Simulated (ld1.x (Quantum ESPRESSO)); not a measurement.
## u(r) = r·R(r): atom against pseudo-atom (aluminium (Al))

Columns: radius, all-electron u(r) and pseudo u(r) of the 3p shell (level -9.05 eV) of aluminium in the configuration [Ne] 3s2 3p0; PBE, scalar-relativistic, PAW scheme, ld1.x (Quantum ESPRESSO) 7.5.

| r (bohr) | all-electron | pseudo |
| --- | --- | --- |
| 0.118 | 0.1106 | -0.0053 |
| 0.235 | 0.2226 | -0.0206 |
| 0.353 | 0.2583 | -0.0456 |
| 0.470 | 0.2313 | -0.0788 |
| 0.588 | 0.1660 | -0.1192 |
| 0.705 | 0.0822 | -0.1646 |
| 0.822 | -0.0085 | -0.2134 |
| 0.940 | -0.0997 | -0.2645 |
| 1.058 | -0.1863 | -0.3155 |
| 1.175 | -0.2652 | -0.3646 |
| 1.292 | -0.3361 | -0.4109 |
| 1.410 | -0.3990 | -0.4538 |
| 1.528 | -0.4534 | -0.4922 |
| 1.645 | -0.4994 | -0.5255 |
| 1.763 | -0.5378 | -0.5540 |
| 1.880 | -0.5683 | -0.5773 |
| 1.998 | -0.5918 | -0.5959 |
| 2.115 | -0.6083 | -0.6096 |
| 2.232 | -0.6185 | -0.6187 |
| 2.350 | -0.6232 | -0.6232 |
| 2.468 | -0.6228 | -0.6228 |
| 2.585 | -0.6181 | -0.6181 |
| 2.702 | -0.6097 | -0.6097 |
| 2.820 | -0.5982 | -0.5982 |
| 2.938 | -0.5840 | -0.5840 |
| 3.055 | -0.5679 | -0.5679 |

Task: How many radial nodes do the two functions have?

Result: The all-electron 3p function has n − l − 1 = 1; the pseudo-wave has 0, since the states of the same l below it are removed with the core.

Task: At about which radius was the pseudo-wave matched?

Result: 2.35 bohr. The columns agree to 0.0005 from 2.23 bohr on; several derivatives are matched, so the curves merge somewhat inside the radius.

Task: Is the pseudo-wave norm-conserving?

Result: No, it belongs to a PAW set: the norm inside the radius is not constrained, and the difference is carried by the augmentation charge.
